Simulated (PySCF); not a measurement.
**Working out the electron affinity of Sb**

Sb⁻ [Kr] 4d10 5s2 5p4 (3P) → Sb [Kr] 4d10 5s2 5p3 (4S). Calculation: PySCF 2.14, in aug-cc-pVTZ-PP with ECP28MDF; scalar relativity through the core potential. Frozen: 4s2 4p6 4d10. Energies in hartree (1 hartree = 27.21139 eV):

```
             part  Sb⁻ (lower)   Sb (upper)
              UHF  -239.275516  -239.277766
MP2 opposite-spin    -0.065623    -0.044701
    MP2 same-spin    -0.019840    -0.016538
```

What does Hartree-Fock give?

(-239.277766) − (-239.275516) = -0.002250 hartree = -0.061 eV.

What do MP2 and SCS-MP2 (6/5 opposite-spin, 1/3 same-spin) give?

The opposite-spin parts differ by 0.569 eV and the same-spin parts by 0.090 eV. MP2: -0.061 + (0.569) + (0.090) = 0.598 eV. SCS-MP2: -0.061 + 1.2 × (0.569) + (0.090)/3 = 0.652 eV.

Reference: 1.047 eV (measured; photodetachment measurements, as compiled on the Wikipedia data page of electron affinities), between the lowest levels; spin-orbit coupling is absent from the calculation.

What remains against the reference includes basis incompleteness, the frozen core and correlation beyond second order.
